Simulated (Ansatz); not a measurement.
dimethylamine (C2H7N), singlet, geometry from GFN2-xTB, with bond 8-3 at 1.8 times its length; SC-NEVPT2/6-31G, CASSCF(2,4) (Ansatz, a quantum-chemistry and plane-wave program).

Input for Ansatz:
Ansatz 0.2 input:
```yaml
crystal:
  periodic: [false, false, false]
  atoms:
    - {symbol: C, position_ang: [-0.03569820, -0.19812946, 1.20885066]}
    - {symbol: N, position_ang: [-0.01154258, 0.58084668, -0.01145657]}
    - {symbol: C, position_ang: [-0.03127914, -0.24555833, -1.20023843]}
    - {symbol: H, position_ang: [0.79495153, -0.91719079, 1.28867119]}
    - {symbol: H, position_ang: [0.00160531, 0.47631350, 2.06242479]}
    - {symbol: H, position_ang: [-0.97233828, -0.75537051, 1.24598034]}
    - {symbol: H, position_ang: [0.81745163, 1.16872016, -0.02150966]}
    - {symbol: H, position_ang: [1.46431379, -1.54441286, -1.28737648]}
    - {symbol: H, position_ang: [0.00920307, 0.39476842, -2.07955436]}
    - {symbol: H, position_ang: [-0.96781698, -0.80389660, -1.21884120]}
basis:
  gaussian:
    orbitals: 6-31G
magnetization: {spin_polarized: false}
correlation: {method: sc_nevpt2, electrons: all, active_space: {window: {electrons: 2, orbitals: 4}}}
```

Task: What does Ansatz print? Leave out banner, timings and long lists.

Result: 
```
Functional definition: HF
611 factors; integrals over basis functions are off by at most 2.1e-4 eV
mean field evaluation 1: about -3646.2538 eV, gradient 2.1e1 eV
mean field evaluation 2: about -3646.2530 eV, gradient 2.1e1 eV
mean field evaluation 4: about -3647.5561 eV, gradient 3.3e0 eV
mean field evaluation 8: about -3647.5906 eV, gradient 5.4e-2 eV
mean field -3647.59061251 eV, -134.0464825841 hartree, gradient 1.6e-6 eV, S^2 0.000000; 0 other end points of the search recorded, 0 dependent functions left out; unrestricted orbitals would lower it
reference -3647.59061251 eV, -134.0464825841 hartree; 13, 13 occupied and 28, 28 virtual orbitals, 611 factors
state -3648.92831299 eV, -134.0956421698 hartree
state -3648.92831299 eV, -134.0956421698 hartree; corrected -3656.65793035 eV, -134.3797003686 hartree
Total energy: -3656.65793035 eV, -134.3797003686 hartree
```
